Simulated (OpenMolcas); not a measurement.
Levels of Pr³⁺ by method

```
Program             : OpenMolcas 26.06
Basis               : ANO-R3 [9s7p4d5f3g1h]
Scalar Hamiltonian  : X2C, finite nucleus
Active space        : 2 electrons in 7 orbitals (4f)
State averaging     : 2S+1 = 3 even, 21 roots; 2S+1 = 1 even, 28 roots
Spin-orbit coupling : RASSI with atomic mean-field integrals over the reference wave functions, term energies averaged over their components
```

Methods on the same reference wave functions:
A. CASSCF
B. SS-CASPT2, IPEA 0.25 Eh, imaginary shift 0.1 Eh (closed shells correlated: 5s 5p)

Energies in eV above 4f² ³H₄, the measured ground level; measured values from Martin, Zalubas and Hagan, Atomic Energy Levels: The Rare-Earth Elements, NSRDS-NBS 60 (1978).

```json
{"Level": "4f² ³H₄", "A": "0.0000", "B": "0.0000", "Measured": "0.0000"}
{"Level": "4f² ³H₅", "A": "0.2829", "B": "0.287", "Measured": "0.2668"}
{"Level": "4f² ³H₆", "A": "0.5821", "B": "0.586", "Measured": "0.5442"}
{"Level": "4f² ³F₂", "A": "0.8435", "B": "0.623", "Measured": "0.6195"}
{"Level": "4f² ³F₃", "A": "1.0250", "B": "0.810", "Measured": "0.7954"}
{"Level": "4f² ¹D₂", "A": "2.9152", "B": "2.361", "Measured": "2.1492"}
{"Level": "4f² ¹I₆", "A": "3.4862", "B": "3.115", "Measured": "2.7539"}
{"Level": "4f² ³P₀", "A": "3.6672", "B": "3.036", "Measured": "2.6520"}
{"Level": "4f² ³P₁", "A": "3.7462", "B": "3.129", "Measured": "2.7286"}
{"Level": "4f² ³P₂", "A": "3.8961", "B": "3.282", "Measured": "2.8715"}
{"Level": "4f² ¹S₀", "A": "7.9854", "B": "5.968", "Measured": ""}
```

Deviations, from unrounded energies. A percentage is the sum of absolute deviations over the sum of measured energies, with the sign that they share, or ± where signs differ.

```json
{"Against measurement": "mean absolute deviation (cm-1)", "Levels": "9", "A": "4500", "B": "1700"}
{"Against measurement": "fine structure of the ground term (%)", "Levels": "2", "A": "+6.7", "B": "+7.6"}
{"Against measurement": "other terms of the ground configuration (%)", "Levels": "7", "A": "+34.4", "B": "+12.3"}
```

B lies closest to measurement on these levels. The largest miss of B in the table is 4f² ³P₂, by +3300 cm-1. The ranking rests on the paired levels alone, and a cruder setting can come out closer through cancelling errors.

From A to B the spin-free energies of the other terms of 4f² shown, above ³H, scale by factors of 0.70 to 0.88, as is usual when dynamic correlation screens the repulsion within a d or f shell.

The lowest spin-free term lies below A's lowest term by 0.265 hartree in B.

Term energies are means over components that CASPT2 splits; among the terms shown or strongly mixed into the levels shown the widest spread is 290 cm-1 (4f² ¹I, B). Over all roots computed the reference weight is 0.86 to 0.94 in B; the roots of lowest weight are the least certain, and an intruder state may touch them. Without dynamic correlation excited terms often stand tens of per cent too high (terms of higher spin than the ground term too low), and those without a measured partner can miss by more than the paired ones (holds for A). Some levels mix across a computed gap that differs much from the measured one, so their mixing is not that of the real levels (holds for A). Measured partners are found by configuration, term and J. A level has none where our copy of the source lacks it or the pairing is in doubt (some pairs that miss far off the trend of their configuration count as doubtful), and it then counts in no deviation. Levels of configurations outside the active space are missing. Levels that lie high or do not pair safely by name in every column are left out.
